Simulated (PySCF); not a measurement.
A side-by-side comparison of computed properties.

First species: C9H11N.
SMILES: `C1CC21C=CC=C2/C=N\C`

Second species: C9H11N.
Geometry (GFN2-xTB, Å), atoms numbered from 1 in this order:
```xyz
21
C9H11N angstrom
C      3.1439   -0.0168   -0.4545
C      2.7527    1.0610    0.3241
C      1.4099    1.2195    0.6191
C      0.4954    0.2920    0.1247
C     -0.9672    0.4035    0.4058
C     -1.6567   -0.8638    0.9572
C     -2.7799   -0.6923   -0.0729
C     -1.9071    0.3256   -0.8173
N      0.8784   -0.7388   -0.6214
C      2.1594   -0.8853   -0.8997
H      4.1802   -0.1788   -0.7076
H      3.4830    1.7669    0.6946
H      1.0719    2.0487    1.2229
H     -1.1662    1.2817    1.0224
H     -1.9430   -0.8313    2.0065
H     -1.0529   -1.7479    0.7688
H     -3.6768   -0.2462    0.3530
H     -3.0586   -1.5832   -0.6307
H     -1.3978   -0.1114   -1.6727
H     -2.3832    1.2586   -1.1115
H      2.4056   -1.7448   -1.5111
```

Levels: PBE0/pcSseg-1 for dipole moment, HOMO energy, LUMO energy and HOMO–LUMO gap; GFN2-xTB for rotational constant A and rotational constant C. Geometries: GFN2-xTB. Each structure is a single optimised conformer of the isolated species, non-relativistic unless stated. Electronic properties by PySCF.

Dipoles, sizes and rotational constants follow the conformer. The torsions of the flexible species, by atom-mapped SMILES:
- `[CH3:1]/[N:2]=[CH:3]\[C:4]1=[CH:5][CH:6]=[CH:7][C:8]12[CH2:9][CH2:10]2`: N2–C3–C4–C5 -24°
- `[cH:1]1[cH:2][cH:3][c:4]([CH:5]2[CH2:6][CH2:7][CH2:8]2)[n:9][cH:10]1`: C3–C4–C5–C6 -129°

Values for the first species:

```
Dipole moment         : 2.49 D
HOMO energy           : -6.29 eV
LUMO energy           : -1.48 eV
HOMO–LUMO gap         : 4.81 eV
Rotational constant A : 2.301 GHz
Rotational constant C : 0.798 GHz
```

**Question.** Estimate the same properties for the second species, and the change in each.

**Answer.** 
```tsv
property	first	second	second less first
dipole moment	2.49 D	1.78 D	-0.71 D
HOMO energy	-6.29 eV	-7.28 eV	-0.99 eV
LUMO energy	-1.48 eV	-0.74 eV	+0.74 eV
HOMO–LUMO gap	4.81 eV	6.54 eV	+1.73 eV
rotational constant A	2.301 GHz	3.676 GHz	+1.375 GHz
rotational constant C	0.798 GHz	0.774 GHz	-0.024 GHz
```

On the first: A dipole of 2.49 D is allowed in C1, and pure rotational transitions are dipole-allowed. In atomic units the dipole is 0.98 e·bohr (1 au = 2.5417 D).

On the second: The dipole equals about 6.0 × 10⁻³⁰ C·m (1 D = 3.33564 × 10⁻³⁰ C·m).
